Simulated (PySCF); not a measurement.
Excited states between 380 and 750 nm. Vertical TDDFT excitations of isolated species (PySCF; the level stands beside each; core orbitals frozen in the response), one conformer each, no solvent.

1. `O=c1cc1CF`
2. `C(/C=C=O)=C\F`
3. `[SiH3]OCc1ncno1`
4. `Clc1cnc(Cl)o1`
5. `CC#CC#CCN([SiH3])[SiH3]`
6. `[F][V]([F])([F])([F])[F]`
7. `[H][Cu]<-[C-]#[O+]`

Task: For which of them does the calculation put a singlet between 380 and 750 nm?

Result: 2.

1. (B3LYP/def2-SVPD on a GFN2-xTB geometry) 292 nm (f 0.000); 219 nm (f 0.000); 203 nm (f 0.000); 193 nm (f 0.055); 183 nm (f 0.064).
2. (B3LYP/def2-SVPD on a GFN2-xTB geometry) 401 nm (f 0.000); 223 nm (f 0.002); 214 nm (f 0.466); 206 nm (f 0.001); 201 nm (f 0.000). S1 lies in the visible range (380 to 750 nm), at 401 nm, dark in the vertical dipole picture (f under 0.0005); light of that wavelength is violet, and its complementary colour is yellow-green; a Tamm–Dancoff triplet lies at 444 nm, without intensity as long as spin–orbit coupling is left out.
3. (wB97X-D/def2-SVPD on a GFN2-xTB geometry) 200 nm (f 0.005); 185 nm (f 0.039); 179 nm (f 0.134); 169 nm (f 0.016); 161 nm (f 0.020).
4. (B3LYP/def2-SVPD on a PBE0-D3(BJ)/def2-SVP geometry) 218 nm (f 0.298); 208 nm (f 0.000); 195 nm (f 0.002); 192 nm (f 0.002); 188 nm (f 0.001).
5. (B3LYP/def2-SVPD on a PBE0-D3(BJ)/def2-SVP geometry) 275 nm (f 0.000); 265 nm (f 0.005); 261 nm (f 0.000); 228 nm (f 0.047); 215 nm (f 0.001).
6. (PBE0/def2-SVPD on a PBE0-D3(BJ)/def2-SVP geometry) 275 nm (f 0.000); 266 nm (f 0.004 summed over 2 states); 258 nm (f 0.000); 254 nm (f 0.011 summed over 2 states); 250 nm (f 0.000 summed over 2 states).
7. (wB97X-D/def2-SVPD on a PBE0-D3(BJ)/def2-SVP geometry) 348 nm (f 0.070 summed over 2 states); 274 nm (f 0.000 summed over 2 states); 265 nm (f 0.000); 263 nm (f 0.005 summed over 2 states); 258 nm (f 0.000 summed over 2 states). No computed singlet lies in the visible range (380 to 750 nm); the lowest, at 348 nm, stands 0.30 eV above its violet end (3.26 eV).
